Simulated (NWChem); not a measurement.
System: C2H6FNSi; SMILES N(=C/[SiH2]F)/C

Here is an NWChem input.

```
start job
memory heap 200 mb stack 900 mb global 1100 mb
geometry units angstroms noautosym nocenter noautoz
  C      0.591430     2.278345     0.088788
  N     -0.732596     1.689327     0.158338
  C     -0.856974     0.422398     0.082126
  Si     0.463111    -0.935449    -0.120048
  F     -0.377872    -2.317827    -0.144740
  H      0.766229     2.862133     1.000187
  H      1.421449     1.559390    -0.029145
  H      0.620973     2.981796    -0.751624
  H     -1.887766     0.044490     0.141779
  H      1.414141    -0.978641     1.021217
  H      1.213674    -0.813493    -1.396994
end
basis spherical
  * library 6-31g*
end
dft
  xc b3lyp
  iterations 150
end
cosmo
  do_cosmo_smd true
  solvent toluene
end
task dft energy
```

Coordinates come from a B3LYP/6-31G* (spherical d) optimisation. B3LYP is NWChem's, with the RPA form of VWN correlation. Solvent: toluene.

Level: B3LYP/6-31G* with SMD (1 M gas to 1 M solution), gas-phase geometry. Reactions with the solvent are ignored.

Q: Predict the main results of this run. (B3LYP/6-31G* (spherical d), SMD on the gas-phase geometry.) Quantities: solvation free energy (kcal/mol); cavity-dispersion-structure term (kcal/mol); dipole in solution (D).

A: 
```
Item                                         Result
-------------------------------------------  ------
solvation free energy (kcal/mol)               -2.1
cavity-dispersion-structure term (kcal/mol)     0.4
dipole in solution (D)                         2.00
```
